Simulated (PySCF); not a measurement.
## Electronic absorption of C6H5NS

Species: C6H5NS.
SMILES: `C#Cc1ccc(N)s1`

Method: PySCF, TDDFT PBE0/def2-SVPD, vertical, gas phase, core orbitals frozen in the response. Geometry: GFN2-xTB; no solvent, vibrations or thermal averaging. Torsions of this conformer, `[CH:1]#[C:2][c:3]1[cH:4][cH:5][c:6]([NH2:7])[s:8]1`: H–N7–C6–C5 -25°, H–N7–C6–C5 -161°.

Task: What does the calculation give for the low-lying excited states?

Result: 

| state | E (eV) | λ (nm) | ν̃ (cm⁻¹) | f | main configurations (H = HOMO, L = LUMO) |
| --- | --- | --- | --- | --- | --- |
| S1 | 4.24 | 292.7 | 34170 | 0.064 | H→L+1 (72%), H→L (25%) |
| S2 | 4.34 | 285.5 | 35030 | 0.267 | H→L (70%), H→L+1 (25%) |
| S3 | 5.09 | 243.8 | 41020 | 0.0002 | H→L+2 (61%), H→L+3 (36%) |
| S4 | 5.28 | 234.6 | 42620 | 0.0011 | H→L+3 (56%), H→L+2 (36%) |
| S5 | 5.55 | 223.6 | 44730 | 0.015 | H-1→L (59%), H→L+4 (34%) |
| S6 | 5.66 | 219.1 | 45630 | 0.0001 | H-2→L (93%) |
| S7 | 5.78 | 214.3 | 46660 | 0.0013 | H-1→L+1 (85%) |
| S8 | 5.94 | 208.8 | 47890 | 0.015 | H→L+5 (57%), H→L+4 (25%) |

Triplets, Tamm–Dancoff:

```
state  E (eV)  λ (nm)  main configurations (H = HOMO, L = LUMO)
   T1    2.80   443.6                                 H→L (96%)
   T2    4.07   304.9                               H→L+1 (94%)
   T3    4.54   273.1      H-1→L (45%), H→L+4 (31%), H-3→L (9%)
```

The lowest singlet lies at 4.24 eV (293 nm, ultraviolet) and is of moderate strength; its leading configuration is HOMO→LUMO+1 (72%). The strongest level in the table is S2 at 4.34 eV (285 nm, f = 0.267). Löwdin shares by element: HOMO carbon 45% or more, nitrogen 16% (atoms not listed hold the other 39%); LUMO carbon 46% or more, sulfur 16% (atoms not listed hold the other 38%). The oscillator strengths of these states sum to 0.364; summed over the whole spectrum of an exact calculation they would give the number of electrons, 64 (Thomas–Reiche–Kuhn). Weighted by f, the mean energy of these states is 4.45 eV. The listed states span 1.70 eV, and the widest gap between neighbours is 0.74 eV (S2 to S3). No computed singlet lies in the visible range (380 to 750 nm); the lowest, at 293 nm, stands 0.97 eV above its violet end (3.26 eV); a Tamm–Dancoff triplet lies at 444 nm, without intensity as long as spin–orbit coupling is left out. Singlets were solved by full linear response, triplets in the Tamm–Dancoff approximation.
